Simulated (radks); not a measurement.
Effect of the nuclear size on the hafnium ion Hf2+, [Xe] 4f14 5d2. Method: Dirac Kohn-Sham, relativistic LDA (MacDonald-Vosko exchange, VWN5 correlation), spin-unpolarised, spherical densities, finite nucleus; open shells are shared between the two j in proportion to 2j + 1; Fermi nuclear charge, rms radius 5.347 fm; computed with a radial shooting solver on a logarithmic mesh with Libxc functionals. The rms radius is varied about that value; shifts are against it.

rms radius (fm)  total energy shift (eV)  density at nucleus (e/bohr^3)  1s1/2 shift (meV)  2s1/2 shift (meV)  5s1/2 shift (meV)  5p1/2 shift (meV)  6s1/2 (empty) shift (meV)  5d5/2 shift (meV)
4.315                              -16.9                      1.278e+06              -6850               -948              -8.48              0.073                      -1.16              0.097
5.0529                             -5.08                      1.214e+06              -2050               -284              -2.54              0.022                     -0.347              0.029
5.347                                  0                      1.192e+06              0.000              0.000              0.000              0.000                      0.000              0.000
5.8389                              8.92                      1.158e+06               3610                499               4.47             -0.038                      0.610             -0.051
6.3576                              18.9                      1.126e+06               7640               1060               9.46             -0.080                       1.29             -0.108

Slopes of the eigenvalues against <r^2> in GHz/fm^2, as finite differences over the two radii next to the reference (eigenvalue slopes, not the field-shift constants of lines): 1s1/2 160000, 2s1/2 22100, 5s1/2 198, 5p1/2 -1.69, 6s1/2 (empty) 27.1, 5d5/2 -2.26.
